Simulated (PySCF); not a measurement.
A series of related molecules.

All values: PBE0/def2-SVPD (PySCF) at GFN2-xTB geometries, gas phase, one conformer each. Core orbitals are frozen in the response; Δα² is half the sum of the squared differences of the principal polarisabilities.

**Question.** Rank by mean static polarisability, lowest first.
A. `Cc1ccpcc1C`
B. `Cc1c(ccpc1)F`
C. `Cc1cpccc1C=O`

**Answer.** B (13.86 Å³), A (15.75 Å³), C (16.44 Å³).

**Question.** Rank by polarisability anisotropy Δα, highest first.
A. `Cc1ccpcc1C`
B. `Cc1ccc(F)pc1`
C. `CC1=CC=CP=C1`
D. `[CH3:1][c:2]1[cH:3][p:4][cH:5][cH:6][c:7]1[CH:8]=[O:9]` with C6–C7–C8–O9 0°

**Answer.** D (11.05 Å³), A (9.14 Å³), B (7.98 Å³), C (7.75 Å³).

All values together:

```
      SMILES             change  formula  μ (D)  HOMO (eV)  LUMO (eV)  α (Å³)  Δα (Å³)  electrons  α per electron (Å³)
   Cc1cccpc1             parent    C6H7P   2.01      -7.01      -1.41   13.76     7.75         58                0.237
Cc1ccc(F)pc1    H replaced by F   C6H6FP   3.13      -7.06      -1.66   13.86     7.98         66                0.210
Cc1ccc(C)pc1  H replaced by CH3    C7H9P   1.79      -6.78      -1.30   15.86     9.29         66                0.240
  Cc1ccpcc1C  H replaced by CH3    C7H9P   2.47      -6.74      -1.23   15.75     9.14         66                0.239
  Cc1cpccc1F    H replaced by F   C6H6FP   0.72      -7.00      -1.44   13.86     7.98         66                0.210
Cc1cpccc1C=O  H replaced by CHO   C7H7OP   2.65      -7.48      -2.64   16.44    11.05         72                0.228
```

Conformers: `[CH3:1][c:2]1[cH:3][p:4][cH:5][cH:6][c:7]1[CH:8]=[O:9]` with C6–C7–C8–O9 0°.

**Question.** Give the shifts from the parent, `Cc1cccpc1`.

**Answer.** 
| SMILES | change in μ (D) | change in HOMO (eV) | change in LUMO (eV) | change in mean α (Å³) |
| --- | --- | --- | --- | --- |
| Cc1ccc(F)pc1 | +1.12 | -0.05 | -0.25 | +0.10 |
| Cc1ccc(C)pc1 | -0.22 | +0.23 | +0.11 | +2.10 |
| Cc1ccpcc1C | +0.46 | +0.27 | +0.18 | +1.99 |
| Cc1cpccc1F | -1.29 | +0.01 | -0.03 | +0.10 |
| Cc1cpccc1C=O | +0.64 | -0.47 | -1.23 | +2.68 |

**Question.** How closely does the mean polarisability follow the number of electrons in this set?

**Answer.** The correlation coefficient is 0.68; α per electron runs from 0.210 to 0.240 Å³.
